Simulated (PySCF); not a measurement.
## KLi⁺ from Hartree–Fock to correlated methods

State: ²Σ⁺ (doublet), unpaired electrons σ ↑. Set-up: basis K 3-21G, Li 3-21G; no relativity; PySCF 2.14. De refers to K⁺ + Li in their ground configurations, without counterpoise correction. The functionals are run spin-unrestricted. A positive dipole points towards Li; it is taken about the centre of mass and depends on that origin.

| Level | Re (Å) | ωe (cm⁻¹) | De (eV) | μ (D) | CPU s a point (SCF and correlation, without the integrals) |
| --- | --- | --- | --- | --- | --- |
| UHF | 4.065 | 134 | 0.443 | 2.75 | 0.034 |
| UHF-MP2 | 4.062 | 135 | 0.446 | n/a | 0.049 |
| UHF-SCS-MP2 | 4.062 | 135 | 0.445 | n/a | n/a |
| UHF-CCSD | 4.060 | 135 | 0.446 | n/a | n/a |
| UHF-CCSD(T) | 4.060 | 135 | 0.446 | n/a | 0.27 |
| PBE | 3.958 | 131 | 0.54 | 3.44 | 0.25 |
| revPBE | 4.002 | 128 | 0.52 | 3.35 | 0.2 |
| r²SCAN | 3.961 | 137 | 0.51 | 3.16 | 0.38 |
| r²SCANh | 3.953 | 137 | 0.51 | 3.15 | 0.37 |
| PBE0 | 3.956 | 135 | 0.52 | 3.25 | 0.43 |
| LC-ωPBE | 3.957 | 140 | 0.493 | 2.92 | 0.4 |
| B2PLYP | 3.958 | 136 | 0.496 | 3.06 | 0.23 |

Task: Which functional lies closest to UHF-CCSD(T) in De, which farthest, and by how much do they differ from it?

Result: Closest is LC-ωPBE (-10.3 pm in Re, +3.7 % in ωe, +0.05 eV in De against UHF-CCSD(T) in the same basis), farthest PBE (-10.2 pm in Re, -3.0 % in ωe, +0.09 eV in De). CCSD(T) converges more slowly with the basis than the functionals do and binds too weakly in this one, so the order can change at the basis-set limit.

Task: What does the triples do here, going from UHF-CCSD to UHF-CCSD(T)?

Result: UHF-CCSD(T) less UHF-CCSD: +0.0 pm in Re, +0.0 % in ωe, +0.00 eV in De. The bond length hardly moves.

Correlated steps freeze 5 core orbitals. For an ion De counts to the pair picked by the measured ionisation energies or electron affinities, which need not be the lowest pair at this level. B2PLYP dipoles, levels and charges come from its SCF part alone. 3-21G is very small, so such numbers show the basis as much as the molecule. The state was picked by a PBE0 search and need not be the measured ground state.

The whole job (state search and all levels along the bond) took about 0.57 min on 1 thread of Intel Xeon Platinum 8488C (shared host), peak memory 0.33 GiB.
